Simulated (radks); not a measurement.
Task: Os+, configuration [Xe] 4f14 5d6 6s1. Method: scalar-relativistic Kohn-Sham, HCTH/407, spin-polarised, spherical densities, point nucleus; open shells are filled with parallel spins first (spin-orbit coupling, left out, can overturn this in heavy ions); computed with a radial shooting solver on a logarithmic mesh with Libxc functionals. Some entries of the table are withheld. Estimate them.

orbital,occ.,eigenvalue (eV),r(max) (bohr)
1s up,1,-73870.02,0.01103
1s down,1,-73870.01,0.01103
2s up,1,-12882.79,0.06340
2s down,1,-12882.54,0.06340
2p up,3,-11222.52,0.05219
2p down,3,-11222.32,0.05219
3s up,1,-3006.175,0.1787
3s down,1,-3006.066,0.1787
3p up,3,-2518.579,0.1773
3p down,3,-2518.461,0.1773
3d up,5,-1974.322,0.1443
3d down,5,-1974.136,0.1443
4s up,1,-641.5760,0.4046
4s down,1,-641.3515,0.4046
4p up,3,-481.5067,0.4249
4p down,3,-481.2986,0.4249
4d up,5,-282.8548,0.4341
4d down,5,-282.6081,0.4342
5s up,1,-101.0670,0.9142
5s down,1,-98.9880,0.9101
4f up,7,-61.7129,0.4046
4f down,7,-61.2625,0.4044
5p up,3,-60.5554,1.033
5p down,3,-57.7715,1.025
5d up,5,-15.8004,1.352
6s up,1,(1),2.352
6s down,0,(2),2.658
5d down,1,-12.3483,1.333
6p down,0,-8.0890,3.677
6p up,0,-7.5232,2.987

Result: 
(1) 6s up eigenvalue (eV): -14.1482
(2) 6s down eigenvalue (eV): -12.7593
